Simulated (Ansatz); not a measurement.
# Yb(NO3)3 in a box, plane waves

Ansatz 0.2.0, DFT PBE+U, spin-orbit coupling, plane waves, PAW, molecule in a box. The geometry was relaxed with Gaussian bases (PBE; Yb lcecp-1-SVP with ECP59, O def2-SVP, N def2-SVP).

```yaml
crystal:
  lattice:
    - [14.88, 0.0, 0.0]
    - [0.0, 15.79, 0.0]
    - [0.0, 0.0, 11.13]
  atoms:
    - { symbol: Yb, position: [0.43414315, 0.4999943, 0.49991914], spin: 1.0, spin_axis: [0.0, 0.0, 1.0] }
    - { symbol: O, position: [0.56886156, 0.51519253, 0.5955265] }
    - { symbol: O, position: [0.56886156, 0.48479544, 0.40431267] }
    - { symbol: "N", position: [0.61720497, 0.49999367, 0.49991914] }
    - { symbol: O, position: [0.6975914, 0.49999367, 0.49991914] }
    - { symbol: O, position: [0.3528172, 0.60234072, 0.5955265] }
    - { symbol: O, position: [0.38075134, 0.61753895, 0.40431267] }
    - { symbol: "N", position: [0.3426129, 0.64939329, 0.49991914] }
    - { symbol: O, position: [0.30242003, 0.7149981, 0.49991914] }
    - { symbol: O, position: [0.38075134, 0.38244902, 0.5955265] }
    - { symbol: O, position: [0.3528172, 0.39764788, 0.40431267] }
    - { symbol: "N", position: [0.34261223, 0.35059468, 0.49991914] }
    - { symbol: O, position: [0.30241935, 0.2849905, 0.49991914] }
basis:
  ecutwfc: 420
  ecutrho_ratio: 4
kpoints:
  mp_grid: { grid: [1, 1, 1] }
hamiltonian:
  xc: pbe
  hubbard: { sites: [{ species: Yb, l: f, u_eff: 5.0 }] }
scf:
  occupations: { method: gaussian, width: 0.01 }
output:
  forces: true
  eigenvalues: true
  populations: true
  hubbard: { sites: [{ species: Yb, l: f }] }
magnetization:
  noncollinear: true
  spin_orbit: true
```

Command:
```sh
ansatz run input.yaml --threads 4 --pin off --max-ram 8192MiB --backend cpu --events-out ev --progress --plain --runs-dir out
```
It took 5.1 min on 4 threads of Intel(R) Xeon(R) 6975P-C (Granite Rapids) (shared host), peak memory 5.9 GiB.

(1) How does the SCF go?

(2) Which levels lie next to the highest filled one (eV, counted from it)?

(3) How is the f shell of Yb1 filled?

(4) What forces are left at this geometry, relaxed with Gaussian bases (eV/Å)?

The run lost its starting moment (spin-orbit coupling can pair the spins of heavy atoms), so it holds another electronic state than the one for which the geometry was relaxed.

An lcecp potential fixes the number of 4f electrons, so in runs with it no electron can move into or out of that shell.

Results:

(1) 
```
SCF iter   1: F=—  HF=-20064.463805 eV  |F-HF|=—  |Δ(HF+E_count)|=         —  Δρ=3.97e-2
preconditioner: auto → Resta (q_TF=auto, 1.565 Å⁻¹)  ε∞=1.3  [insulator: Δε(μ)=0.014 eV  Ē_g=10.848 eV  σ=0.010 eV  W_gap=0.68  n_
spin=Noncollinear: Resta preconditioning applied to the charge; magnetization (m_x, m_y, m_z) channels mix plain (no charge-respon
SCF iter   2: F=—  HF=-20058.332235 eV  |F-HF|=—  |Δ(HF+E_count)|=    6.13e0  Δρ=2.11e-2
SCF iter   3: F=—  HF=-20058.237684 eV  |F-HF|=—  |Δ(HF+E_count)|=   9.46e-2  Δρ=1.93e-2
...
SCF iter  58: F=-20057.431700 eV  HF=-20057.431700 eV  |F-HF|=4.62e-9  |Δ(HF+E_count)|=   2.75e-8  Δρ=4.64e-7
SCF iter  59: F=-20057.431700 eV  HF=-20057.431700 eV  |F-HF|=6.16e-9  |Δ(HF+E_count)|=   1.96e-8  Δρ=6.65e-7
SCF iter  60: F=-20057.431700 eV  HF=-20057.431700 eV  |F-HF|=6.28e-9  |Δ(HF+E_count)|=   7.75e-9  Δρ=6.22e-7
SCF iter  61: F=-20057.431700 eV  HF=-20057.431700 eV  |F-HF|=2.35e-8  |Δ(HF+E_count)|=   1.27e-8  Δρ=1.02e-6
SCF iter  62: F=-20057.431700 eV  HF=-20057.431700 eV  |F-HF|=9.07e-9  |Δ(HF+E_count)|=  6.55e-11  Δρ=6.21e-7
```

(2) Filled: -1.26, -1.26, -1.17, -1.16, -0.39, -0.35, -0.34, -0.33, -0.04, 0.00. Empty: 1.24, 3.76, 3.76, 3.77, 3.77, 4.07, 4.08, 5.17.

(3) Natural occupations, full = 1; spinor: 0.06, 1.00, 1.00, 1.00, 1.00, 1.00, 1.00, 1.00, 1.00, 1.00, 1.00, 1.00, 1.00, 1.00; in all 13.03 e. Spin moment (0.00, 0.00, 0.00) μB, orbital moment (0.00, 0.00, -0.22) μB.

(4) 
```
Yb  -0.01  0.00  0.00
O   -0.06  0.03  0.09
O   -0.06 -0.03 -0.09
N   -0.28  0.00  0.00
O    0.16  0.00  0.00
O    0.01 -0.07  0.09
O    0.06 -0.05 -0.09
N    0.13 -0.23  0.00
O   -0.08  0.13  0.00
O    0.06  0.05  0.09
O    0.01  0.07 -0.09
N    0.13  0.23  0.00
O   -0.08 -0.13  0.00
```
